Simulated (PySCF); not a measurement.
# Electric field gradients and quadrupole coupling constants

Species: CH12O2Si5.
Numbering: `[O:1]=[CH:2][Si:3]([SiH3:4])([SiH3:5])[SiH2:6][O:7][SiH3:8]` (hydrogens: H9 on C2; H10, H11, H12 on Si4; H13, H14, H15 on Si5; H16, H17 on Si6; H18, H19, H20 on Si8)

Geometry (GFN2-xTB, Å), atoms numbered from 1 in this order:
```
atom  x, y, z in Å
O1    -2.913   -0.389    2.147
C2    -1.858    0.187    2.018
Si3   -0.759   -0.035    0.466
Si4   -0.902    2.074   -0.577
Si5   -1.807   -1.774   -0.705
Si6    1.409   -0.449    1.208
O7     2.271   -0.415   -0.173
Si8    2.715   -0.074   -1.687
H9    -1.533    0.892    2.818
H10   -2.046    2.885   -0.149
H11    0.290    2.897   -0.340
H12   -1.021    1.926   -2.032
H13   -0.804   -2.517   -1.481
H14   -2.788   -1.273   -1.676
H15   -2.489   -2.750    0.144
H16    2.044    0.557    2.071
H17    1.709   -1.771    1.766
H18    4.054   -0.635   -1.832
H19    2.694    1.381   -1.834
H20    1.729   -0.705   -2.564
```

Field gradients from the PBE0/pcSseg-1 density (PySCF, non-relativistic), principal values in atomic units, ordered |Vxx| ≤ |Vyy| ≤ |Vzz|:

```csv
atom,Vxx,Vyy,Vzz
O1,0.3992,1.7503,-2.1495
O7,-0.5549,-0.6087,1.1636
```

Task: Find the asymmetry η = (Vxx − Vyy)/Vzz and the couplings χ = eQV/h (234.96 MHz × Q in barn × V in au), with Q(17O) = −0.0256 b.

Result: 
| atom | environment | nucleus | η | χzz (MHz) | χxx (MHz) | χyy (MHz) |
| --- | --- | --- | --- | --- | --- | --- |
| O1 | carbonyl oxygen | 17O | 0.63 | 12.93 | -2.40 | -10.53 |
| O7 | siloxane oxygen | 17O | 0.05 | -7.00 | 3.34 | 3.66 |

Task: What is Vzz at O1 in SI units (1 au = 9.71736 × 10²¹ V/m²)?

Result: -2.1495 au = -20.887 × 10²¹ V/m².

Task: What couplings would deuterons (Q(2H) = 0.00286 b) have in place of the hydrogens, at this geometry?

Result: 
```json
{"atom": "H9", "bonded to": "C2", "bond length (Å)": "1.114", "Vzz (au)": "0.2623", "η": "0.01", "χzz (kHz)": "176"}
{"atom": "H10", "bonded to": "Si4", "bond length (Å)": "1.467", "Vzz (au)": "0.1620", "η": "0.01", "χzz (kHz)": "109"}
{"atom": "H11", "bonded to": "Si4", "bond length (Å)": "1.468", "Vzz (au)": "0.1612", "η": "0.01", "χzz (kHz)": "108"}
{"atom": "H12", "bonded to": "Si4", "bond length (Å)": "1.467", "Vzz (au)": "0.1618", "η": "0.01", "χzz (kHz)": "109"}
{"atom": "H13", "bonded to": "Si5", "bond length (Å)": "1.470", "Vzz (au)": "0.1595", "η": "0.01", "χzz (kHz)": "107"}
{"atom": "H14", "bonded to": "Si5", "bond length (Å)": "1.468", "Vzz (au)": "0.1612", "η": "0.01", "χzz (kHz)": "108"}
{"atom": "H15", "bonded to": "Si5", "bond length (Å)": "1.461", "Vzz (au)": "0.1660", "η": "0.02", "χzz (kHz)": "112"}
{"atom": "H16", "bonded to": "Si6", "bond length (Å)": "1.469", "Vzz (au)": "0.1562", "η": "0.02", "χzz (kHz)": "105"}
{"atom": "H17", "bonded to": "Si6", "bond length (Å)": "1.467", "Vzz (au)": "0.1578", "η": "0.02", "χzz (kHz)": "106"}
{"atom": "H18", "bonded to": "Si8", "bond length (Å)": "1.459", "Vzz (au)": "0.1626", "η": "0.02", "χzz (kHz)": "109"}
{"atom": "H19", "bonded to": "Si8", "bond length (Å)": "1.462", "Vzz (au)": "0.1599", "η": "0.03", "χzz (kHz)": "107"}
{"atom": "H20", "bonded to": "Si8", "bond length (Å)": "1.464", "Vzz (au)": "0.1588", "η": "0.03", "χzz (kHz)": "107"}
```

The structure is a single GFN2-xTB conformer in the gas phase; no vibrational or solvent corrections. GFN2-xTB frequencies show an imaginary mode (34i cm⁻¹), so this geometry is no minimum at that level. GFN2-xTB bond lengths can be off by several hundredths of an ångström, more for odd bonds, and the gradients follow them. With a basis this small, the couplings can be 20 % off.

These values come from a run that also computed NMR shieldings. On an AMD EPYC with one thread, shared host, this took 1.8 min of wall time and 1.1 GiB of memory at its peak.
